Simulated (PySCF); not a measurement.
**CsTe⁺: from constants to spectrum**

UHF-CCSD(T) constants of CsTe⁺, ³Σ⁻ (triplet), unpaired electrons π ↑↑ (Cs def2-SVP with ECP46, Te def2-SVP with ECP28; scalar-relativistic core potentials (PySCF 2.14); masses 132.9054 and 129.9062 u):

```
ωe             : 48.9 cm⁻¹
ωexe           : 0.325 cm⁻¹
Be             : 0.015017 cm⁻¹
αe             : 0.000101 cm⁻¹
De to Cs⁺ + Te : 0.312 eV
```

(1) What force constant and bond length do these constants imply?

(2) Estimate the centrifugal constant D from the Kratzer relation and find the Dunham coefficient a1.

Correlated steps freeze 4 core orbitals. The bond is weak. Basis-set superposition, not corrected here, can be much of De in a small basis, most of all at correlated wavefunction levels. These are scalar-relativistic numbers at best; spin–orbit coupling would shift them, the dissociation energy most. For an ion De counts to the pair picked by the measured ionisation energies or electron affinities, which need not be the lowest pair at this level. The state was picked by a PBE0 search and need not be the measured ground state.

## Answers

(1) Reduced mass μred = 65.694 u; k = 5.8918×10⁻⁷·μred·ωe² (u, cm⁻¹, mdyn/Å) = 0.0926 mdyn/Å; Re = √(16.8576/(μred·Be)) (u, cm⁻¹, Å) = 4.134 Å.

(2) D = 4Be³/ωe² = 5.66e-09 cm⁻¹; a1 = −1 − αeωe/(6Be²) = -4.65.
